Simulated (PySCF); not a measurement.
Structure problem from calculated spectra and properties.

Formula: C8H15P.

* Polarisability: 125.9 au [CAM-B3LYP/def2-SVPD]
* Triplet: lowest triplet excitation (Tamm–Dancoff): 3.91 eV [TDA CAM-B3LYP/def2-SVPD]
* 13C NMR: chemical shifts (computed TMS as zero) by class: 146.2 (2 C), 137.6 (2 C), 32.6 (1 C), 28.6 (3 C) ppm [GIAO PBE0/pcSseg-1]
* NMR, other nuclei: isotropic shieldings of nuclei other than C and H, by class: 320 (1 P) ppm [GIAO PBE0/pcSseg-1]
* Dipole: 1.15 D [CAM-B3LYP/def2-SVPD]
* 1H NMR: chemical shifts (computed TMS as zero) by class: 6.53 (2 H), 6.20 (2 H), 5.93 (2 H), 1.05 (9 H) ppm [GIAO PBE0/pcSseg-1]
* Rotational structure: rotational constants A, B, C: 1.608, 1.203, 0.870 GHz [PBE0-D3(BJ)/def2-SVP]

Electronic properties: PySCF, gas phase, density fitting. Levels stand in brackets. Geometry: PBE0-D3(BJ)/def2-SVP, one conformer, isolated molecule. Each NMR value is the plain mean over a class of atoms that symmetry, rotation or inversion makes alike.

**Question.** Propose a structure and show how it fits.

**Answer.** Numbering: `[CH2:1]=[CH:2][P:3]([CH:4]=[CH2:5])[C:6]([CH3:7])([CH3:8])[CH3:9]`. 8 carbons fall into 4 classes; from least to most shielded: alkene CH carbon [C2/C4] (146.2 ppm, 2 C), terminal =CH2 carbon [C1/C5] (137.6 ppm, 2 C, up to 17.1 ppm apart in this geometry), sp3 carbon bound to phosphorus [C6] (32.6 ppm), methyl carbon [C7/C8/C9] (28.6 ppm, 3 C, up to 3.5 ppm apart in this geometry). Hydrogen classes from least to most shielded: 2 H on 2 alkene CH carbons, C2/C4 (6.53 ppm), 2 H on 2 terminal =CH2 carbons, C1/C5 (6.20 ppm, a mean of values up to 0.5 ppm apart in this geometry), 2 H on 2 terminal =CH2 carbons, C1/C5 (5.93 ppm, a mean of values up to 0.7 ppm apart in this geometry), 9 H on 3 methyl carbons, C7/C8/C9 (1.05 ppm, a mean of values up to 0.5 ppm apart in this geometry). The other shieldings belong to: 320 ppm, phosphine phosphorus [P3]. The optimised geometry has point group C1 and is an asymmetric top. Structure: `C=CP(C=C)C(C)(C)C`. The assignments are read from this structure; whether some other isomer fits the data as well wasn't checked.

Shape of the structure used: `[CH2:1]=[CH:2][P:3]([CH:4]=[CH2:5])[C:6]([CH3:7])([CH3:8])[CH3:9]`: C1–C2–P3–C4 25°, C2–P3–C4–C5 -142°, C2–P3–C6–C7 69°.
